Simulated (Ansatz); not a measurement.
Born–Oppenheimer molecular dynamics of a periodic cell of 36 atoms, H6C2O (contents 4 H2CO + 4 CH4, density as packed 0.77 g/cm³ with natural masses). It starts from a partly relaxed structure (largest force component 0.27 eV/Å).

Computed with DFT PBE-D3(BJ), scalar-relativistic, plane waves, PAW in Ansatz. Settings: accuracy low, cutoff 420 eV, k mesh 1x1x1, fermi-dirac smearing 0.02 eV, no spin polarisation.

```
ensemble        : NVT, Langevin thermostat
time step       : 0.5 fs
steps asked     : 300
set temperature : 700 K
friction        : 0.02 /fs
masses          : H 2.014 u
seed            : 631496
```

First frame:

```xyz
36
Lattice="7.3484 0.0000 0.0000 0.0000 7.3484 0.0000 0.0000 0.0000 7.3484" Properties=species:S:1:pos:R:3
O 6.587 1.970 5.617
C 7.031 1.291 4.713
H 7.384 1.747 3.754
H 7.128 0.184 4.782
O 4.321 3.525 2.187
C 4.435 2.697 3.067
H 4.468 1.607 2.840
H 4.563 2.988 4.138
O 6.762 5.930 -0.476
C 5.807 5.340 -0.009
H 5.400 4.426 -0.495
H 5.307 5.689 0.921
O 6.241 0.334 1.927
C 7.183 0.391 1.148
H 7.145 1.018 0.236
H 8.147 -0.136 1.366
C 3.185 5.679 4.788
H 4.103 6.267 4.690
H 2.952 5.213 3.826
H 2.362 6.327 5.104
H 3.316 4.902 5.549
C 3.676 1.026 6.925
H 2.941 0.425 7.477
H 4.083 1.808 7.576
H 3.180 1.484 6.059
H 4.492 0.387 6.584
C 1.604 3.620 0.449
H 1.624 2.863 1.241
H 0.805 3.397 -0.265
H 2.572 3.606 -0.057
H 1.442 4.608 0.891
C -0.148 4.820 3.537
H 0.539 5.659 3.390
H 0.167 3.998 2.887
H -1.159 5.136 3.268
H -0.114 4.512 4.588
```

Task: What does the run give?

Result: All steps were run.

```
steps done                                               : 300
time covered                                             : 150 fs
mean temperature over the second half                    : 689 K
spread of the potential energy over the second half      : 11.9 meV per atom
mean potential energy of the second half above the start : 71.0 meV per atom
```

A run of 0.15 ps of so small a system gives no equilibrium averages. Limits of this set-up: coarse k mesh, low accuracy level.

Task: What happens to the structure?

Result: Mean squared displacements from the first frame to the last, about the centre of mass: O 0.28 Å², C 0.36 Å², H 1.16 Å². Another seed would give other details.

Task: How do temperature and energy run in time?

Result: 
```tsv
time (fs)	T (K)	potential energy less start (eV)
0.0	681	0.000
7.5	446	1.346
15.0	534	0.653
22.5	411	1.265
30.0	452	1.228
37.5	367	1.372
45.0	466	1.614
52.5	535	1.611
60.0	602	1.661
67.5	627	1.740
75.0	668	1.512
82.5	646	2.053
90.0	692	2.296
97.5	702	1.879
105.0	648	2.397
112.5	666	2.884
120.0	780	2.475
127.5	635	2.709
135.0	736	2.897
142.5	892	2.838
150.0	854	2.434
```

Run time: 8.9 min on 1 thread of Arm Neoverse V2, on a shared host, peak memory 0.46 GiB.
